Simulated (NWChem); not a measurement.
System meant: SiH3S2OF; SMILES S[Si](S)(F)O

Here is an NWChem input.

```
start job
memory heap 200 mb stack 900 mb global 1100 mb
geometry units angstroms noautoz
  O     -1.191832    -0.211260     1.385993
  Si    -0.327626    -0.026055    -0.006732
  F     -1.354184     0.144020    -1.236911
  S      0.890283    -1.763051    -0.170856
  S      0.859764     1.747164    -0.128622
  H     -1.869976     0.460213     1.559337
  H     -0.005966    -2.583204     0.421898
  H      1.613119     1.464412     0.955963
end
basis spherical
  * library def2-svp
end
dft
  odft
  mult 2
  xc b3lyp
  iterations 150
  mulliken
end
task dft energy
```

End of the output:

```
                                 NWChem DFT Module
                                 -----------------

 Summary of "ao basis" -> "ao basis" (spherical)
 ------------------------------------------------------------------------------
       Tag                 Description            Shells   Functions and Types
 ---------------- ------------------------------  ------  ---------------------
 O                          def2-svp                 6       14   3s2p1d
 Si                         def2-svp                 8       18   4s3p1d
 F                          def2-svp                 6       14   3s2p1d
 S                          def2-svp                 8       18   4s3p1d
 H                          def2-svp                 3        5   2s1p

 Summary of "ao basis" -> "ao basis" (spherical)
 ------------------------------------------------------------------------------
       Tag                 Description            Shells   Functions and Types
 ---------------- ------------------------------  ------  ---------------------
 O                          def2-svp                 6       14   3s2p1d
 Si                         def2-svp                 8       18   4s3p1d
 F                          def2-svp                 6       14   3s2p1d
 S                          def2-svp                 8       18   4s3p1d
 H                          def2-svp                 3        5   2s1p

  number of electrons :                   66
  multiplicity        :                    2
 ------------------------------------------------------------------------
  no. of electrons and multiplicity not compatible                  66
 ------------------------------------------------------------------------
 ------------------------------------------------------------------------
  current input line :
    23: task dft energy
 ------------------------------------------------------------------------
 ------------------------------------------------------------------------
 There is an error in the input file
 ------------------------------------------------------------------------
 For more information see the NWChem manual at https://nwchemgit.github.io

0: no. of electrons and multiplicity not compatible:Received an Error in Communication
```

**Question.** Can this run be used? If not, why, and what is the fix?

**Answer.** The program refused the input. Cause: the multiplicity doesn't fit the number of electrons (an even count wants an odd multiplicity, and the reverse). This input runs:
```
start job
memory heap 200 mb stack 900 mb global 1100 mb
geometry units angstroms noautoz
  O     -1.191832    -0.211260     1.385993
  Si    -0.327626    -0.026055    -0.006732
  F     -1.354184     0.144020    -1.236911
  S      0.890283    -1.763051    -0.170856
  S      0.859764     1.747164    -0.128622
  H     -1.869976     0.460213     1.559337
  H     -0.005966    -2.583204     0.421898
  H      1.613119     1.464412     0.955963
end
basis spherical
  O library def2-svp
  Si library def2-svp
  F library def2-svp
  S library def2-svp
  H library def2-svp
end
dft
  xc b3lyp
  iterations 150
  mulliken
end
task dft energy
```
It converges to -1262.48735 Ha (B3LYP/def2-SVP).
